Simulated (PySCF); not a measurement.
# Converging SrF in the basis (CCSD)

PySCF, UHF reference; doublet, unpaired electrons σ ↑; De to Sr + F without counterpoise correction. Frozen cores follow the default of each basis and core potential.

```tsv
basis	relativity	functions	Re (Å)	ωe (cm⁻¹)	De (eV)	frozen orbitals
def2-SVP	scalar-relativistic core potentials	37	2.121	523	4.80	1
def2-SVPD	scalar-relativistic core potentials	49	2.138	501	5.40	1
def2-TZVPP	scalar-relativistic core potentials	71	2.095	483	4.99	1
```

Task: How does each smaller set differ from the one with most functions, def2-TZVPP?

Result: def2-SVP: +2.6 pm, +8.3 % in ωe, -0.19 eV in De; def2-SVPD: +4.3 pm, +3.7 % in ωe, +0.41 eV in De. All at CCSD; the set with most functions is neither the basis-set limit nor always the best.

Correlated steps freeze 1 core orbital. Correlated levels converge slowly with the basis: in double zeta they bind strong bonds too weakly, by up to about 1 eV, and carry superposition errors of some tenths. Spin–orbit coupling is left out. The state is the lowest determinant that a PBE0 search found; another state may lie lower at other levels.
